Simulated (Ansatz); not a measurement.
(1) Predict a relaxed structure of In(NH3)2H3 (InN₂H₉), charge 0, singlet, at r2SCAN-D4/def2-SVP (Ansatz).

## Answers

(1) 
Cartesian coordinates in Å:
```
In 0.0006 0.0002 0.0002
N 0.4901 0.5294 -2.4406
H -0.3578 0.5075 -3.0078
H 1.1426 -0.1414 -2.8473
H 0.9026 1.4562 -2.5504
N -0.4902 -0.5292 2.4406
H -1.4897 -0.6522 2.6046
H -0.1724 0.2170 3.0597
H -0.0273 -1.3877 2.7404
H 1.7112 0.0863 0.3626
H -0.7178 -1.5243 -0.4745
H -0.9918 1.4381 0.1125
```
 This is one stationary point.

In the def2 sets In takes a core potential; there is no spin–orbit coupling.
